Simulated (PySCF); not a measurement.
# Dipole response of Al (aluminium, neutral)

[Ne] 3s2 3p1, 2P determinant. Computed with PySCF 2.14 in aug-cc-pV(Q+d)Z with one added diffuse shell each of s, p, d, f, g type (8s7p6d4f3g, 114 functions), with the non-relativistic Hamiltonian (point nucleus). Coupled (time-dependent) response in atomic units; α is the mean over directions.

| method | mean α (bohr³) | α xx, yy, zz | C₆ (like pair) | S(−4) |
| --- | --- | --- | --- | --- |
| UHF | 61.28 | 51.99, 79.87, 51.99 | 554.6 | 1958 |
| PBE | 65.83 | 53.51, 90.46, 53.51 | 583.5 | 2862 |
| PBE0 | 62.46 | 51.92, 83.54, 51.92 | 554.2 | 2305 |
| M06 | 66.11 | 53.54, 91.25, 53.54 | 545.9 | 3821 |
| r2SCAN0 | 60.14 | 50.83, 78.78, 50.83 | 547.7 | 1844 |

S(−4) is the Cauchy moment in α(ω) = α(0) + S(−4) ω² + …

Reference α: 57.8 ± 1 bohr³ (recommended; Schwerdtfeger and Nagle, table of static dipole polarizabilities (2023 update)). Published C₆: 528.0 (Chu and Dalgarno (2004); Tang, Norbeck and Certain (1976)).

α(iu) at PBE0:

| u (hartree) | α(iu) (bohr³) |
| --- | --- |
| 0 | 62.46 |
| 0.0500 | 57.40 |
| 0.100 | 47.24 |
| 0.200 | 29.62 |
| 0.300 | 18.99 |
| 0.500 | 9.156 |
| 0.750 | 4.698 |
| 1.00 | 2.872 |
| 1.50 | 1.445 |
| 2.00 | 0.9060 |
| 3.00 | 0.4862 |
| 5.00 | 0.2283 |

The components differ because the open shell of this determinant is not spherical; for a pure term their mean is the scalar polarisability.
